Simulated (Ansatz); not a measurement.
Ideal-gas functions of `O[Si](O)(F)[SeH]` at 298.15 K and 1 bar, from an Ansatz frequency run at PBE0-D4/def2-TZVP.

Molar mass 161.07 g/mol, point group C1 (symmetry number 1), electronic degeneracy 1, moments of inertia 126.902, 343.574, 350.944 u Å². Harmonic wavenumbers (cm⁻¹, unscaled): 69, 111, 180, 245, 249, 271, 328, 333, 471, 668, 798, 823, 862, 965, 1003, 2453, 3910, 3928.

Use S(trans) = R[1.5 ln M + 2.5 ln T − 1.1517]; rotational temperatures θ = 24.2544 K / I; S(rot) = R[ln(√π/σ · √(T³/θAθBθC)) + 1.5]; for each mode x = 1.438777 ν̃/T, S = R[x/(eˣ − 1) − ln(1 − e⁻ˣ)] and H = RT x/(eˣ − 1); 1 cm⁻¹ = 0.0119627 kJ/mol; R = 8.31446 J/(mol·K).

Task: By hand: the entropy, in J/(mol·K).

Result: Translation 172.2. Rotation: θ = 0.1911, 0.0706, 0.0691 K, giving 117.3. Vibration, mode by mode: 17.50, 13.60, 9.74, 7.39, 7.27, 6.65, 5.31, 5.21, 3.07, 1.45, 0.87, 0.79, 0.68, 0.45, 0.39, 0.00, 0.00, 0.00, in all 80.4. Electronic 0.0. Sum 369.9 J/(mol·K).

Task: By hand: H − E and G − E in kJ/mol, counted from the electronic energy.

Result: Zero-point energy ½ × 17667 × 0.0119627 = 105.7; thermal vibration 13.1; translation, rotation and pV give 4 RT = 9.9. H − E = 128.7 kJ/mol, and G − E = 128.7 − 298.15 × 369.9/1000 = 18.4 kJ/mol.

Vibration gives 22 % of the entropy, 31.1 J/(mol·K) of it from the modes under 150 cm⁻¹: soft modes count most, and the harmonic formula is weakest for them. The sum counts one conformer and one mirror image; others add a mixing term.
